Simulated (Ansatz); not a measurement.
Compare A (`CSBS`) with its isomer B (`CB(S)S`).

Isolated molecules relaxed with PBE0-D4/def2-TZVP in Ansatz; ΔE leaves out vibrations. CBS: MP2 limit from def2 TZ/QZ plus the TZ coupled-cluster correction, frozen cores. This one scheme is used for every species. DFT in def2-TZVPP. B3LYP here is the variant with VWN-RPA as its local correlation; programs differ in this. One conformer a species, not always the lowest.

(1) Which is lower in electronic energy at CCSD(T)/CBS, and by how much? (Estimate.)

(2) Give E(B) − E(A) in kJ/mol with B3LYP, PBE-D4, CCSD(T)/def2-TZVPP, B3LYP-D4, ωB97M-V, r2SCAN-D4, MP2/def2-TZVPP. (Estimate.)

Largest T1 diagnostic: 0.013.

## Answers

(1) The calculation gave: B, by 52.6 kJ/mol.

(2) Computed: B3LYP -48.3, PBE-D4 -49.6, CCSD(T)/def2-TZVPP -53.5, B3LYP-D4 -50.7, ωB97M-V -53.6, r2SCAN-D4 -52.8, MP2/def2-TZVPP -54.3. None reverses the order clearly.
